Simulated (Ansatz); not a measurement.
Complex (SMILES): O (H2O) with F (HF), atoms 1 to 3 the first; geometry from B3LYP-D3(BJ)/def2-TZVP, monomers rigid:
```xyz
5

O      0.0126     0.5732     0.1476
H     -0.2167     0.4999    -0.7856
H      0.6440    -0.1320     0.3287
F      0.9055     2.9606     0.8114
H      0.5537     2.1097     0.6008
```

Basis-set convergence of the uncorrected interaction energy at B3LYP with Ansatz (a quantum-chemistry and plane-wave program). Cartesian d functions, on some or all atoms, in 6-31G*, 6-31+G*; all else is spherical. The program fits the integrals of some runs and decomposes those of others, by size. No added dispersion term, no relativity. Functions are those of the species that has most. Reference: the counterpoise-corrected one, the value in aug-pcseg-3, -9.11 kcal/mol. Deviations are taken from unrounded values.

```tsv
basis	functions	uncorrected interaction energy (kcal/mol)
6-31G*	36	-11.53
6-31+G*	44	-10.90
cc-pVDZ	43	-13.18
aug-cc-pVDZ	73	-9.29
def2-SVP	43	-13.22
def2-SVPD	70	-9.88
pcseg-1	43	-11.96
aug-pcseg-1	73	-9.65
6-311G**	54	-12.51
6-311+G**	62	-10.39
def2-TZVP	80	-10.22
def2-TZVPD	107	-9.07
cc-pVTZ	102	-10.83
aug-cc-pVTZ	161	-9.15
pcseg-2	102	-9.67
aug-pcseg-2	161	-9.20
def2-TZVPP	104	-9.86
def2-TZVPPD	131	-9.09
cc-pVQZ	200	-9.94
aug-cc-pVQZ	298	-9.15
def2-QZVPP	204	-9.45
def2-QZVPPD	231	-9.11
pcseg-3	219	-9.16
aug-pcseg-3	317	-9.12
```

What the diffuse functions change, pair by pair:
- 6-31G* to 6-31+G*: 8 more functions, deviation -2.42 to -1.80 kcal/mol
- cc-pVDZ to aug-cc-pVDZ: 30 more functions, deviation -4.07 to -0.18 kcal/mol
- def2-SVP to def2-SVPD: 27 more functions, deviation -4.12 to -0.77 kcal/mol
- pcseg-1 to aug-pcseg-1: 30 more functions, deviation -2.86 to -0.54 kcal/mol
- 6-311G** to 6-311+G**: 8 more functions, deviation -3.40 to -1.28 kcal/mol
- def2-TZVP to def2-TZVPD: 27 more functions, deviation -1.12 to 0.03 kcal/mol
- cc-pVTZ to aug-cc-pVTZ: 59 more functions, deviation -1.73 to -0.04 kcal/mol
- pcseg-2 to aug-pcseg-2: 59 more functions, deviation -0.56 to -0.09 kcal/mol
- def2-TZVPP to def2-TZVPPD: 27 more functions, deviation -0.75 to 0.02 kcal/mol
- cc-pVQZ to aug-cc-pVQZ: 98 more functions, deviation -0.84 to -0.05 kcal/mol
- def2-QZVPP to def2-QZVPPD: 27 more functions, deviation -0.34 to -0.01 kcal/mol
- pcseg-3 to aug-pcseg-3: 98 more functions, deviation -0.06 to -0.01 kcal/mol

Leaving out the reference's own pair, they bring the value nearer the reference by more than 0.01 kcal/mol in 11 of 11 pairs.
